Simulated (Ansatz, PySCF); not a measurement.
H$_{3}$Al, triplet, geometry from GFN2-xTB (such geometries of metal compounds can be far from the true shape) (a higher spin typed on purpose: for a closed-shell molecule this is an excited state). Base run: MP2/def2-SVP in PySCF.

PySCF was given this input:
```python
from pyscf import gto, scf, mp

mol = gto.M(
    atom='''
Al   -0.008521    0.116017    0.094059
H     0.592355   -1.441775    0.613279
H    -0.412095    1.227768   -0.982922
H    -0.069489   -1.294210   -0.853122
''',
    basis='def2-svp',
    charge=0,
    spin=2,
    verbose=4,
)

mf = scf.UHF(mol)
mf.kernel()

pt = mp.MP2(mf)
pt.kernel()
print('E(MP2) = %.10f' % pt.e_tot)
```

The same geometry, method and basis name were run in Ansatz (a quantum-chemistry and plane-wave program) and PySCF, at each program's defaults and at the settings that a row names. The base is PySCF at its defaults. Differences at the defaults can come from grids, fitting, cores and function types together.

| code and settings | ΔE vs base (mEh) | basis functions | E (Eh) | SCF cycles | SCF-reference dipole (D) |
|---|---|---|---|---|---|
| PySCF, defaults (exact integrals, spherical functions, all electrons correlated) | 0.000 | 33 | -243.48317 | 13 | 1.06 |
| Ansatz, defaults (factorised integrals, spherical functions, frozen core) | 8.413 | 33 | -243.47476 | - | - |
| PySCF, frozen core | 8.411 | 33 | -243.47476 | 13 | 1.06 |
| Ansatz, high accuracy, frozen core | 8.412 | 33 | -243.47476 | - | - |

Open shells are given as the SCF converged; they aren't shown to be the lowest states, and a large step between rows can be another state.
